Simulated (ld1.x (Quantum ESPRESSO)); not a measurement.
# Which change was made? (O, RRKJ)

| Item | Value |
| --- | --- |
| Element | oxygen |
| Generator | ld1.x (Quantum ESPRESSO) 7.5 |
| Type | norm-conserving RRKJ (Kleinman–Bylander form) |
| Functional | PBE |
| Relativity | scalar-relativistic |
| Frozen core | [He] |
| Valence charge | 6 |
| Reference configuration | 2s2 2p4 |
| Partial waves | 2s (bound): rc 0.65 bohr; 2p (bound): rc 1.55 bohr |
| Local potential | all-electron potential smoothed inside 0.85 bohr (lloc = -1) |
| Core correction | none |
| rho0 | 0.001 |

Cutoffs, loose and tight: the cutoffs (Ry, on a coarse ladder) from which the occupation-weighted sum of valence levels, in a spherical-Bessel basis at the reference potential, stays within 10 and 1 mRy of its value at 400 Ry. They do not see the model core or the augmentation charge, which bear on the density cutoff. Test errors are all-electron minus pseudo excitation energies from the reference, over the configurations 2s2 2p3; 2s2 2p2; 2s2 2p1; 2s1 2p4; 2s0 2p6; 2s2 2p3.5; 2s1 2p5; variants that change the core or the reference have their own tests. The largest error is taken over the tests solved by every variant that gives reliable tests at all, those not shown here included: 2s0 2p6; 2s1 2p4; 2s1 2p5; 2s2 2p1.

The base gives: outcome: generated; cutoff, loose: 300 Ry; cutoff, tight: over 300 Ry; bound ghosts: none; largest test error (meV): +1123.

Problem. After one change the result is: outcome: generated; cutoff, loose: 140 Ry; cutoff, tight: 160 Ry; bound ghosts: none; largest test error (meV): +4065. Which change was it?
A. all radii scaled by about 0.77 (s 0.50, p 1.20 bohr); local potential all-electron potential smoothed inside 0.66 bohr (lloc = -1)
B. all radii scaled by about 1.38 (s 0.90, p 2.14 bohr); local potential all-electron potential smoothed inside 1.18 bohr (lloc = -1)
C. all radii scaled by about 1.11 (s 0.72, p 1.72 bohr); local potential all-electron potential smoothed inside 0.94 bohr (lloc = -1)

Solution. B. The others give: all radii scaled by about 1.11 (s 0.72, p 1.72 bohr); local potential all-electron potential smoothed inside 0.94 bohr (lloc = -1) → outcome: generated; cutoff, loose: 180 Ry; cutoff, tight: 260 Ry; bound ghosts: none; largest test error (meV): +1693 | all radii scaled by about 0.77 (s 0.50, p 1.20 bohr); local potential all-electron potential smoothed inside 0.66 bohr (lloc = -1) → outcome: failed: compute_chi: n is too large.
